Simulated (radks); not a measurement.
The numbers below are computed, except where a source is named.
Ni III, configuration [Ar] 3d8 (the NIST ground configuration).

Level of theory: scalar-relativistic Kohn-Sham, exchange-only PBE, spin-unpolarised, spherical densities, finite nucleus; Fermi nuclear charge, rms radius 3.7757 fm (a radial shooting solver on a logarithmic mesh with Libxc functionals).

Energy parts (hartree):
| part | energy |
|---|---|
| total | -1518.33266 |
| kinetic | 1540.54313 |
| electron-nucleus | -3627.72496 |
| Hartree | 630.40874 |
| exchange | -61.55957 |

Orbitals (lengths in bohr, moments of r in powers of bohr; r(max) is where P^2 peaks):
| orbital | occ. | eigenvalue (hartree) | r(max) | <r^4> | <1/r> | <r> |
|---|---|---|---|---|---|---|
| 1s | 2 | -302.5233 | 0.03540 | 0.00003983 | 28.09 | 0.05409 |
| 2s | 2 | -36.75947 | 0.2045 | 0.008728 | 6.070 | 0.2449 |
| 2p | 6 | -31.72506 | 0.1648 | 0.006557 | 5.958 | 0.2153 |
| 3s | 2 | -4.76065 | 0.6395 | 0.6546 | 1.917 | 0.7406 |
| 3p | 6 | -3.30519 | 0.6470 | 0.9081 | 1.769 | 0.7790 |
| 3d | 8 | -1.00398 | 0.6297 | 4.136 | 1.380 | 0.9766 |

The highest occupied level is 3d at -27.320 eV. For comparison, the ionisation energy in NIST's Atomic Spectra Database is 35.19 eV (measured). In exact Kohn-Sham theory the highest level is minus the ionisation energy, but local and semilocal functionals leave it too shallow, through self-interaction and a potential that decays too fast; potentials with the right tail come closer. Summed over all electrons, <r^2> = 16.09 bohr^2, which gives a Langevin (diamagnetic) susceptibility term of -12.7 x 10^-6 cm^3/mol.

Beside tabulated values, note that spin-unpolarised runs miss the spin-polarisation part of the exchange energy of open shells.
